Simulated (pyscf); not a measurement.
# HO–B(OH)–SH, singlet

Gas-phase minimum from PySCF at ωB97X-D3(BJ)/def2-SVP, one conformer. 

```
B
O 1 1.3587
H 2 0.9647 1 111.46
O 1 1.3678 2 119.40 3 -0.06
H 4 0.9609 1 115.09 2 179.92
S 1 1.8339 2 115.68 3 179.95
H 6 1.3462 1 97.20 2 179.99
```
Charge 0, spin multiplicity 1.

Properties at ωB97X-D3(BJ)/def2-SVP:

```yaml
harmonic_wavenumbers_unscaled: 218, 315, 400, 456, 489, 611, 652, 842, 987, 1019, 1314, 1473, 2763, 3903, 3954 cm⁻¹
zero_point_energy: 27.7 kcal/mol
rotational_symmetry_number: 1
Entropy of this conformer at 298 K and 1 atm, rigid rotor and harmonic oscillator, modes under 100 cm⁻¹ raised to 100: 297.8 J/(mol K)
dipole_moment: 2.66 D
```

Single-point totals, which compare only within one level (frozen core for MP2 and CC):

```csv
level,total energy (hartree)
ωB97X-D3(BJ)/def2-TZVP,-575.57528
PBE/def2-TZVP,-575.14913
r²SCAN/def2-TZVP,-575.40484
B3LYP-D3(BJ)/def2-TZVP,-575.55211
PBE0-D3(BJ)/def2-TZVP,-575.19078
M06-2X/def2-TZVP,-575.43863
ωB97M-D3(BJ)/def2-TZVP,-575.61397
HF/def2-TZVPP,-573.92349
MP2/def2-TZVPP,-574.67593
CCSD/def2-TZVPP,-574.70086
CCSD(T)/def2-TZVPP,-574.73130
```

The CCSD(T) − MP2 part came from Ansatz, without density fitting, on the same reference.
